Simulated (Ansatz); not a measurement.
One change: `[Cl][SnH2][Cl]` becomes `Cl[SiH2]Cl`.

Ansatz, PBE0-D4/def2-TZVP geometries, multiplicity 1. 

Elements past krypton have def2 core potentials.

```csv
property,`[Cl][SnH2][Cl]`
size of the dipole moment (ωB97M-V/def2-TZVPP) / D,2.62
HOMO energy (ωB97M-V/def2-TZVPP) / eV,-11.15
HOMO energy (PBE0/def2-TZVPP) / eV,-8.94
HOMO energy (PBE/def2-TZVPP) / eV,-7.58
size of the dipole moment (B3LYP/def2-TZVPP) / D,2.57
HOMO–LUMO gap (ωB97M-V/def2-TZVPP) / eV,11.72
```

(1) Give the same properties after the change, and the shifts. (An estimate is asked.)

Results:

(1) The calculation gave: 
| property | `Cl[SiH2]Cl` | shift |
| --- | --- | --- |
| size of the dipole moment (ωB97M-V/def2-TZVPP) / D | 1.13 | -1.49 |
| HOMO energy (ωB97M-V/def2-TZVPP) / eV | -11.32 | -0.17 |
| HOMO energy (PBE0/def2-TZVPP) / eV | -9.10 | -0.16 |
| HOMO energy (PBE/def2-TZVPP) / eV | -7.72 | -0.14 |
| size of the dipole moment (B3LYP/def2-TZVPP) / D | 1.14 | -1.43 |
| HOMO–LUMO gap (ωB97M-V/def2-TZVPP) / eV | 13.26 | 1.54 |

With PBE0 the HOMO falls by 0.16 eV and the LUMO rises by 1.42 eV, so the gap widens by about 1.58 eV. PBE moves the HOMO by -0.14 eV and ωB97M-V by -0.17 eV. Dipoles are sizes alone; their direction can turn.

B3LYP here is the variant with VWN-RPA as its local correlation; programs differ in this.
